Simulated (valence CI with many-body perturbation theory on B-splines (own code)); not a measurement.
The numbers below are computed, except where a source is named.
## Nb XXVII: what the settings do

Level of theory: valence CI with perturbative core correlation (CI+MBPT): five valence electrons over a frozen Dirac-Fock core [Ne], radial functions for each j: 6 s, 6 p, 5 d, 3 f, 1 g, with the one-electron correlation potential Σ1, the two-electron term Σ2, the three-electron term Σ3, Breit, model QED; selected CI, second order for the rest, scaled by the run's own slope (own B-spline code, finite nucleus).

The last digits are not significant, and no measured levels were compared; by estimate large intervals hold to a few tenths of a per cent, small ones and those within an open d or f shell to about a per cent. Among the levels kept, up to 1200 cm⁻¹ of a level comes from second order outside the variational space, and about a tenth of that is noise between levels of different J, which matters for small intervals.

The reference run has the lowest level (3s^2 3p1/2^2 3p3/2) J=3/2 and an ionisation energy of 1356.76 eV. Its largest variational space holds 9987 state functions.

Levels are named by their leading jj configuration (3d3/2^4 stands for four electrons in 3d with j = 3/2), which in mixed levels can hold well under half, so a name can repeat and another be missing. Letters in brackets count levels of one name in rising energy.

Changed runs:
A. correlating orbitals by l 3 3 3 2 1 → 4 4 0 0 0
B. size limit of the variational space 10000 → 1500; second order for the rest on → off
C. shift of the energy in Σ1 (hartree) 0 → -16.017; factor on the speed of light 1 → 100; QED terms on → off
D. box radius (bohr) 3.1218 → 0.43 (bad on purpose)

Excitation energies of the reference run in cm⁻¹, and shifts in cm⁻¹:

| Level | Reference | A | B | C |
| --- | --- | --- | --- | --- |
| (3s^2 3p1/2 3p3/2^2) J=3/2 | 139025 | +165 | +39 | -52732 |
| (3s^2 3p1/2 3p3/2^2) J=5/2 | 180807 | +910 | +261 | -94515 |
| (3s^2 3p1/2 3p3/2^2) J=1/2 | 236344 | +1125 | -861 | -97362 |
| (3s^2 3p3/2^3) J=3/2 | 372115 | +808 | +178 | -233132 |
| (3s 3p1/2^2 3p3/2^2) J=5/2 | 682247 | -1007 | +2511 | -145214 |
| (3s 3p1/2^2 3p3/2^2) J=3/2 | 762295 | -498 | +1872 | -225253 |
| (3s 3p1/2^2 3p3/2^2) J=1/2 | 782960 | -449 | -11 | -245912 |
| (3s^2 3p1/2^2 3d3/2) J=3/2 [a] | 843802 | +223 | +2315 |  |
| (3s^2 3p1/2^2 3d3/2) J=3/2 [b] | 895968 | +1269 | +2679 |  |
| (3s 3p1/2 3p3/2^3) J=5/2 | 904440 | +377 | +2993 | -249345 |
| (3s^2 3p1/2^2 3d5/2) J=5/2 | 923703 | +1440 | +3186 |  |
| (3s^2 3p1/2 3p3/2 3d3/2) J=3/2 | 951604 | +622 | +2682 |  |
| Ionisation energy (eV) | 1356.76 | -0.35 | -0.30 | +1.98 |

A blank means that the level has no clear partner in that run.

Run D: It gave no result. The program said: "need at least one array to concatenate".
